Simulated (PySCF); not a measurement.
Match the calculated data to a structure.

| technique | computed result |
| --- | --- |
| Polarisability | 100.9 au [B3LYP/def2-SVPD] |
| UV, strongest line | among the 8 lowest singlet transitions: S2 at 5.40 eV (230 nm, f = 0.369) [TDDFT B3LYP/def2-SVPD] |
| Dipole | 1.01 D [B3LYP/def2-SVPD] |
| UV, first state | lowest singlet excitation: 5.36 eV (231 nm, f = 0.014) [TDDFT B3LYP/def2-SVPD] |
| Rotational structure | rotational constants A, B, C: 4.465, 0.872, 0.776 GHz [GFN2-xTB] |
| Triplet | lowest triplet excitation (Tamm–Dancoff): 3.46 eV [TDA B3LYP/def2-SVPD] |

The electronic properties come from PySCF, for the isolated species, density fitting. Levels stand in brackets. Isolated species at its GFN2-xTB geometry (one conformer only).

Task: Which candidate is it?
A. `C=CC/C=C\C#CC`
B. `C=CCC1C=CC=C1`
C. `C#C/C=C/CCC=C`
D. `C#C[C@@H]1C=C[C@@H](C)C1`

Result: C. It is `C#C/C=C/CCC=C`. Numbering: `[CH:1]#[C:2]/[CH:3]=[CH:4]/[CH2:5][CH2:6][CH:7]=[CH2:8]`. Its formula, C8H10, gives 4 degrees of unsaturation: 0 rings and 4 π bonds in the structure found. S1 is mainly HOMO−2→LUMO (weight 0.95); the largest Löwdin shares of the orbital it empties are 0.43 on the terminal alkyne carbon, 0.41 on the alkyne carbon, 0.07 on an alkene CH carbon and 0.04 on the alkyne hydrogen, of the orbital it fills 0.29 on an alkene CH carbon, 0.21 on an alkene CH carbon, 0.15 on the terminal alkyne carbon and 0.13 on the alkyne carbon. The optimised geometry has point group C1 and is an asymmetric top.

The others, at the same levels:
- `C#C[C@@H]1C=C[C@@H](C)C1` fails: its computed lowest singlet excitation is 6.32 eV (196 nm, f = 0.002) (against 5.36 eV), lowest triplet excitation (Tamm–Dancoff) is 4.42 eV (against 3.46 eV) and strongest line among the 8 lowest singlet transitions is S5 at 6.82 eV (182 nm, f = 0.089) (against S2 at 5.40 eV).
- `C=CC/C=C\C#CC` fails: its computed lowest singlet excitation is 5.10 eV (243 nm, f = 0.033) (against 5.36 eV), strongest line among the 8 lowest singlet transitions is S2 at 5.17 eV (240 nm, f = 0.389) (against S2 at 5.40 eV) and static isotropic polarisability is 104.1 au (against 100.9 au).
- `C=CCC1C=CC=C1` fails: its computed lowest singlet excitation is 4.86 eV (255 nm, f = 0.050) (against 5.36 eV), lowest triplet excitation (Tamm–Dancoff) is 3.06 eV (against 3.46 eV) and static isotropic polarisability is 91.5 au (against 100.9 au).

Each candidate is one conformer, not necessarily the lowest. The conformers computed, where there is a choice (atom-mapped SMILES and torsion angles):
- `[CH:1]#[C:2]/[CH:3]=[CH:4]/[CH2:5][CH2:6][CH:7]=[CH2:8]`: C3–C4–C5–C6 122°, C4–C5–C6–C7 -65°, C5–C6–C7–C8 -119°
- `[CH2:1]=[CH:2][CH2:3]/[CH:4]=[CH:5]\[C:6]#[C:7][CH3:8]`: C1–C2–C3–C4 -114°, C2–C3–C4–C5 -116°
- `[CH2:1]=[CH:2][CH2:3][CH:4]1[CH:5]=[CH:6][CH:7]=[CH:8]1`: C1–C2–C3–C4 -120°, C2–C3–C4–C5 69°

The conformers of `C#C[C@@H]1C=C[C@@H](C)C1` aren't listed.
